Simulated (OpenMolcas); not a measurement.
# A ladder of methods for CH7AlOSi (SMILES [CH3][AlH][O][SiH3])

CH7AlOSi: 11 atoms, total charge 0, spin state singlet. SMILES: `[CH3][AlH][O][SiH3]`. Geometry: relaxed at PBE0-D4/def2-TZVP. This is one conformer, not always the lowest.

Quantity: the vertical ionisation energy (to the doublet cation), in eV. The values are calculated.

```json
{"level": "HF/cc-pVDZ", "kind": "Hartree–Fock", "program": "OpenMolcas", "value (eV)": "9.71", "CPU time (all runs)": "22 s"}
{"level": "SVWN5/cc-pVDZ", "kind": "LDA", "program": "OpenMolcas", "value (eV)": "9.30", "CPU time (all runs)": "75 s"}
{"level": "BLYP/cc-pVDZ", "kind": "GGA", "program": "OpenMolcas", "value (eV)": "9.11", "CPU time (all runs)": "2 min"}
{"level": "PBE/cc-pVDZ", "kind": "GGA", "program": "OpenMolcas", "value (eV)": "9.23", "CPU time (all runs)": "2.1 min"}
{"level": "revPBE/cc-pVDZ", "kind": "GGA", "program": "OpenMolcas", "value (eV)": "9.21", "CPU time (all runs)": "2.1 min"}
{"level": "M06-L/cc-pVDZ", "kind": "meta-GGA", "program": "OpenMolcas", "value (eV)": "9.42", "CPU time (all runs)": "3 min"}
{"level": "BHLYP/cc-pVDZ", "kind": "global hybrid", "program": "OpenMolcas", "value (eV)": "10.07", "CPU time (all runs)": "1.8 min"}
{"level": "M06-2X/cc-pVDZ", "kind": "hybrid meta-GGA", "program": "OpenMolcas", "value (eV)": "10.10", "CPU time (all runs)": "2.6 min"}
```

The values span 9.11 to 10.10 eV. Times are those of the runs behind each value, whatever else they computed, on shared processors of several kinds: orders of magnitude only.
